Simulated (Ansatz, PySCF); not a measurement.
Gas-phase reaction in SMILES: B=N (BNH2) → [B]=N + H atom (the B-H bond at the site shown breaks; other sites are not compared here)
Geometries: B3LYP-D3(BJ)/def2-TZVP minima from Ansatz (an electronic-structure program).
Geometry of the first species:
```xyz
4

B      0.0000     0.0000    -0.6920
N      0.0000     0.0000     0.5409
H      0.0000     0.0000    -1.8589
H      0.0000     0.0000     1.5327
```
Charge 0, spin multiplicity 1.

Quantity: bond dissociation energy (enthalpy at 298 K, with B3LYP-D3(BJ) rigid-rotor harmonic-oscillator terms from PySCF), in kcal/mol. Valence correlation only, unless marked. UHF or UKS for open shells. Spin-orbit coupling is left out. Non-relativistic unless marked X2C. Basis-set limits of correlation are two-point, X^-3; Hartree-Fock from the larger set.

| level | program | bond dissociation energy (kcal/mol) |
|---|---|---|
| r2SCANh/def2-TZVPD | Ansatz | … |
| CAM-B3LYP-D3(BJ)/def2-TZVPD | Ansatz + dftd3 | 113.5 |
| CCSD/6-31G* | Ansatz | 103.6 |
| X2C-CCSD(T)/cc-pVTZ-DK | Ansatz | … |
| CCSD(T) with core electrons/cc-pwCVTZ | Ansatz | … |
| CCSD(T)/CBS(aug-cc-pVTZ,aug-cc-pVQZ) | Ansatz | 112.2 |

### Question
Fill in the missing entries.

### Answer

- r2SCANh/def2-TZVPD, bond dissociation energy (kcal/mol): 107.6
- X2C-CCSD(T)/cc-pVTZ-DK, bond dissociation energy (kcal/mol): 110.8
- CCSD(T) with core electrons/cc-pwCVTZ, bond dissociation energy (kcal/mol): 111.2
